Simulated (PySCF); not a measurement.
C₄H₇FO.

```xyz
13

C      1.9081     0.6790     0.0235
O      1.0500    -0.4503     0.0703
C     -0.2669    -0.1646    -0.1225
F     -0.5292     0.2512    -1.4056
C     -1.1030     0.4505     0.9516
C     -1.2831    -1.0168     0.5329
H      1.6394     1.4193     0.7990
H      2.9280     0.3163     0.2078
H      1.8688     1.1691    -0.9632
H     -1.8778     1.1599     0.6501
H     -0.6301     0.6480     1.9173
H     -0.9231    -1.7919     1.2136
H     -2.1722    -1.2676    -0.0505
```
Charge 0, spin multiplicity 1.

Geometry: B3LYP-D3(BJ)/def2-SVP. Other conformers were not sampled.

Method: PySCF with PBE0/pcSseg-1. Non-relativistic, no solvent.

Q: Give the absolute GIAO shielding of each atom: isotropic value and principal components (ppm). (An estimate is asked for; the answer gives what the named calculation found.)

A: 
```tsv
atom	σ(iso)	σ11	σ22	σ33	span
C1	129.2	97.0	108.4	182.2	85.2
O2	262.8	175.0	285.1	328.3	153.3
C3	79.6	54.9	57.2	126.6	71.7
F4	343.2	221.7	373.8	434.1	212.4
C5	172.2	143.8	168.3	204.4	60.6
C6	169.7	143.1	167.6	198.4	55.3
H7	28.1	24.1	26.6	33.6	9.5
H8	27.8	23.8	25.5	34.1	10.2
H9	27.6	23.4	25.7	33.6	10.2
H10	30.3	25.5	27.0	38.3	12.8
H11	30.4	25.9	27.3	38.0	12.0
H12	30.3	25.2	27.5	38.2	13.0
H13	30.1	25.3	27.0	38.0	12.8
```
